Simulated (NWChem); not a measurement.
# CHS2 cation; SMILES S=C=[SH+]

```xyz
4

S      0.0156    -1.6026     0.0000
C     -0.0246    -0.0956     0.0000
S      0.0750     1.5415     0.0000
H     -1.2790     1.7232     0.0000
```
Atoms are numbered in this order, from 1.

Program: NWChem. STO-3G and 3-21G are far too small for this property and stand as cheap habits. Geometry: optimised at PBE0/def2-SVP. GIAO values for the isolated, static molecule; σ is the absolute isotropic shielding, δ = σ(reference) − σ with the isolated reference molecule computed at the same levels (13C: tetramethylsilane, 1H: tetramethylsilane).

```
level                σ S1 (ppm)  δ C2 (ppm)  σ S3 (ppm)  δ H4 (ppm)
-------------------  ----------  ----------  ----------  ----------
KT2/pcSseg-1              251.8       191.8       487.3        6.69
PBE0/pcSseg-2             198.8       216.9       475.0        6.56
Hartree-Fock/STO-3G       395.4       213.1       675.0        5.30
PBE0/pcSseg-1             191.4       211.9       475.0        6.76
PBE/pcSseg-1                  ?           ?           ?           ?
```

What belongs in the gaps?


- PBE/pcSseg-1, σ S1 (ppm): 196.0
- PBE/pcSseg-1, δ C2 (ppm): 201.8
- PBE/pcSseg-1, σ S3 (ppm): 462.9
- PBE/pcSseg-1, δ H4 (ppm): 6.62
